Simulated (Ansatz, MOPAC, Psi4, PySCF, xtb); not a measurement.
Dimer: GeH4 (SMILES [GeH4]) (first 5 atoms) with C2H6 (SMILES CC); geometry from B3LYP-D3(BJ)/def2-TZVP, rigid monomers moved along the line of their centres of mass till Ge1···C6 is 4.38 Å.
(charge 0, multiplicity 1):
```xyz
13

Ge    -0.15445     0.14854    -0.24638
H     -0.50518    -0.05966    -1.72773
H      0.41996    -1.15308     0.33115
H     -1.42204     0.53481     0.52929
H      0.88636     1.27009    -0.11978
C      0.60726     0.44615     4.05809
C     -0.34037    -0.70244     4.39084
H      1.05677     0.86464     4.96063
H      0.08514     1.25664     3.54587
H      1.42091     0.11522     3.40970
H      0.18248    -1.51151     4.90447
H     -0.78929    -1.12133     3.48853
H     -1.15339    -0.37047     5.03939
```

```csv
level,interaction energy (meV),cost
GFN-FF,-32.8,-
PM3,13.4,-
PM7,-28.0,-
GFN1-xTB,-133.9,-
HF/6-31G*,5.9,-
HF/6-31G* (no counterpoise),0.6,-
PBE-D3(BJ)/def2-TZVPPD,-45.7,×1
PBE-D4/def2-TZVPPD,-45.9,×1
r2SCAN/def2-TZVPPD,-16.2,×2
B3LYP/6-31G* (no counterpoise),1.4,-
B3LYP-D4/def2-TZVPPD,-35.7,×1
PBE0/def2-TZVPPD,-10.6,×1
PBE0-D3(BJ)/def2-TZVPPD,-44.0,×1
PBE0-D4/def2-TZVPPD,-42.5,×1
M06-2X/6-31G* (no counterpoise),-34.5,-
MP2/6-31G* (no counterpoise),-25.8,-
SCS-MP2/aug-cc-pVDZ,-22.0,-
CCSD/aug-cc-pVDZ,-26.4,-
CCSD(T)/aug-cc-pVDZ,-31.2,×8
SAPT0/aug-cc-pVDZ,-31.8,-
```

The rows run from -133.9 (GFN1-xTB) to 13.4 meV (PM3). The dispersion term adds -33.5 in PBE0-D3(BJ), -31.9 in PBE0-D4.

Interaction energies are E(AB) − E(A) − E(B) at the monomers' geometry in the complex; basis-set methods are counterpoise corrected. Rows marked so take none.

Correlated levels freeze the cores. Filled d and f shells under p-block atoms count as core. Rows in 6-31G* carry no dispersion term and start afresh at each structure (6-31G* with six Cartesian d functions); the Pople sets are all-electron and without relativity. MP2/6-31G* freezes PySCF's default core, which leaves 3d correlated. The state that PM3, PM7 reach isn't checked; PM7 holds dispersion and hydrogen-bond terms.

Codes used: Ansatz (Gaussian basis) for Hartree–Fock, density functionals and correlated methods; MOPAC for PM3, PM7 (differences of heats of formation); Psi4 for SAPT; PySCF for 6-31G* rows, the dispersion terms; xtb for the GFN methods. 

Costs are rough ratios of core time to PBE/def2-TZVPPD (about 15 s over the structures, on one shared machine); a dash marks a level with no comparable run of its own.

Ansatz is a program for electronic structure.
